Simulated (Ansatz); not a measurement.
C6H10O2, SMILES `COC(=O)C1CCC1`, relaxed with RKS PBE0-D4/def2-TZVP in Ansatz 0.2.0 from a PBE-D4/def2-SVP geometry. The force threshold is 0.005 eV/Å; the program also tests the step.

Charge 0, multiplicity 1.

Start:

```xyz
18

C     1.174   -0.641    2.976
O     0.990    0.155    1.799
C     0.199   -0.401    0.845
O    -0.325   -1.494    0.965
C     0.056    0.491   -0.364
C    -1.395    0.730   -0.881
C    -0.883    0.539   -2.330
C     0.371   -0.158   -1.747
H     1.646   -1.613    2.727
H     1.830   -0.055    3.645
H     0.203   -0.848    3.469
H     0.610    1.437   -0.210
H    -2.047   -0.107   -0.563
H    -1.876    1.691   -0.610
H    -1.518   -0.042   -3.028
H    -0.632    1.507   -2.811
H     0.237   -1.256   -1.685
H     1.359    0.064   -2.196
```

Problem. How much energy does the relaxation release, and in how many steps? (Best estimate.)

Solution. Computed: 1.93 kcal/mol, in 7 steps.

Problem. Which bonds change most? (An estimate is asked.)

Solution. Computed: C1–H9 from 1.109 to 1.091 Å; C1–H11 from 1.109 to 1.091 Å; O2–C3 from 1.358 to 1.340 Å; C8–H18 from 1.108 to 1.090 Å.

Problem. Give the relaxed structure. (Best estimate.)

Solution. Computed: 
```xyz
18

C     1.171   -0.627    2.953
O     0.980    0.155    1.779
C     0.197   -0.402    0.844
O    -0.315   -1.483    0.972
C     0.046    0.472   -0.360
C    -1.392    0.708   -0.876
C    -0.864    0.557   -2.313
C     0.359   -0.172   -1.731
H     1.639   -1.581    2.707
H     1.820   -0.041    3.600
H     0.217   -0.822    3.445
H     0.586    1.408   -0.222
H    -2.028   -0.132   -0.594
H    -1.876    1.643   -0.592
H    -1.485    0.019   -3.029
H    -0.589    1.522   -2.743
H     0.193   -1.250   -1.680
H     1.340    0.026   -2.162
```
